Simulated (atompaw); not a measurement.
What one change does to a pseudopotential (hafnium, PAW (atompaw))

atompaw 4.2.0.5 input, output lines left out:

```
Hf 72
GGA-PBESOL scalarrelativistic loggrid 2001 logderivrange -7 5 301
6 6 5 4 0 0
6 1 0
5 2 2
0 0 0
c
c
c
c
v
v
c
c
c
v
v
c
c
v
c
2
3.00 2.45 2.20 2.35
n
n
y
0.45
n
custom polynom vanderbiltortho sinc
3 0 troulliermartins
2.10
3.00
1.95
3.00
3.00
3.00
```

All-electron outer shells of the reference configuration (PBEsol, scalar-relativistic, ld1.x):

| shell | level (eV) | outermost node (bohr) | outermost maximum (bohr) |
| --- | --- | --- | --- |
| 4d | -206.51 | 0.23 | 0.47 |
| 5s | -67.04 | 0.55 | 1.01 |
| 5p | -35.59 | 0.60 | 1.16 |
| 4f | -16.86 | – | 0.45 |
| 6s | -5.13 | 1.37 | 2.89 |
| 5d | -2.71 | 0.67 | 1.69 |
| 6p | -1.37 | 1.66 | 4.05 |

Change: local potential troulliermartins scheme with l = 3 at 0 Ry, radius 2.72 bohr.

Cutoffs: the cutoffs (Ry, on a coarse ladder) from which the occupation-weighted sum of valence levels, in a spherical-Bessel basis at the reference potential, stays within 10 and 1 mRy of its value at 400 Ry; they do not see the model core or the augmentation charge, which bear on the density cutoff.

**Question.** What does the change do?

**Answer.** The potential gets neither clearly harder nor softer (21 Ry and 35 Ry → 21 Ry and 35 Ry); the range in which the s phases agree widens (upper end 1.1 → 3.6); the range in which the p phases agree widens (upper end 0.4 → 3.7); neither file shows a bound ghost.

```csv
quantity,base,changed
"cutoff, loose",21 Ry,21 Ry
"cutoff, tight",35 Ry,35 Ry
bound ghosts,none,none
s: phases at 3.00 bohr within 0.05 rad from the reference energy up to (Ry; the scan ends near 5),1.1,3.6
p: phases at 3.00 bohr within 0.05 rad from the reference energy up to (Ry; the scan ends near 5),0.4,3.7
d: phases at 3.00 bohr within 0.05 rad from the reference energy up to (Ry; the scan ends near 5),1.7,to the end of the scan
lowest overlap eigenvalue by channel,"s 0.06, p 0.51, d 0.92","s 0.29, p 0.43, d 0.88"
```

 The cutoffs see the waves, projectors and local potential, not the compensation charge or the core.
